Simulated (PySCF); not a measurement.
**Question.** What does the GFN2-xTB structure of InChI=1S/CH12SSi4/c1-2-4-6-5-3/h4-6H2,1,3H3 look like in three dimensions?

**Answer.** 
```
atom  x, y, z in Å
C1     3.1381    1.1346    0.0816
S2     1.4895    0.5852    0.6001
Si3    1.2862   -1.2019   -0.5935
Si4   -0.8467   -1.9842   -0.1840
Si5   -2.4354   -0.3594    0.3341
Si6   -2.2738    1.5727   -0.9345
H7     3.8736    0.3839    0.3554
H8     3.3428    2.0640    0.6033
H9     3.1452    1.2983   -0.9921
H10    1.5769   -0.7507   -1.9591
H11    2.4522   -2.0157   -0.2326
H12   -0.7405   -3.0535    0.8206
H13   -1.2102   -2.7230   -1.4051
H14   -3.7769   -0.9578    0.2081
H15   -2.3364   -0.0506    1.7680
H16   -3.5294    2.3238   -1.0128
H17   -1.8997    1.2488   -2.3170
H18   -1.2644    2.4920   -0.4169
```

Orientation and origin are arbitrary. Atoms count from 1 in this order. Si5 (SiH2 silicon) is distorted tetrahedral (angles from 103.3° to 114.3°). Si4 (SiH2 silicon) is distorted tetrahedral (angles from 102.7° to 115.7°). Si6 (SiH3 silicon) is distorted tetrahedral (angles from 106.3° to 113.4°). Si3 (SiH2 silicon) is distorted tetrahedral (angles from 104.0° to 120.2°).

Bonds between heavy atoms (Å): C1–S2 1.813, S2–Si3 2.159, Si3–Si4 2.308, Si4–Si5 2.331, Si5–Si6 2.317.

Computed geometry: GFN2-xTB, gas phase.

Point group: C1 (no symmetry element, even within 0.4 Å). No frequency check. One conformer, not necessarily the lowest (C1–S2–Si3–Si4 -176°, S2–Si3–Si4–Si5 30°, Si3–Si4–Si5–Si6 41°).
